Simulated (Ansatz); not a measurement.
System: sum formula SiN₃H₇, charge 0, multiplicity 1. 
Geometry from a B3LYP-D3(BJ)/def2-TZVP (Ansatz, an electronic-structure program) optimisation:
```xyz
11

Si    -0.0661     0.0789     0.3259
N     -0.7343     1.3958    -0.5554
N     -0.7907    -1.3052    -0.3799
N      1.6148    -0.2844     0.3280
H     -0.3515     0.4241     1.7414
H     -0.7427     2.3227    -0.1611
H     -0.7094     1.4218    -1.5629
H     -0.4648    -2.2283    -0.1449
H     -1.7649    -1.2984    -0.6338
H      2.2392     0.1899     0.9603
H      2.0905    -0.5808    -0.5100
```

Basis-set convergence of Hartree-Fock and CCSD correlation energies (hartree) with Ansatz. Correlated levels leave the core frozen unless marked. No spin-orbit coupling. No relativistic terms.

| basis | functions | E(HF) | E(corr, CCSD) |
|---|---|---|---|
| cc-pV(D+d)Z | 100 | -456.46468 | -0.65898 |
| cc-pV(T+d)Z | 227 | -456.54910 | -0.80671 |
| cc-pV(Q+d)Z | 439 | -456.56734 | -0.85422 |
| cc-pV(5+d)Z | 758 | -456.57163 | -0.86973 |

Extrapolating the two largest sets (X = 4 and 5) as X^-3: E(corr) = (125·(-0.86973) - 64·(-0.85422))/61 = -0.8860 Eh, an estimate of the basis-set limit. The largest set recovers 98.2 % of it, the smallest 74.4 %.
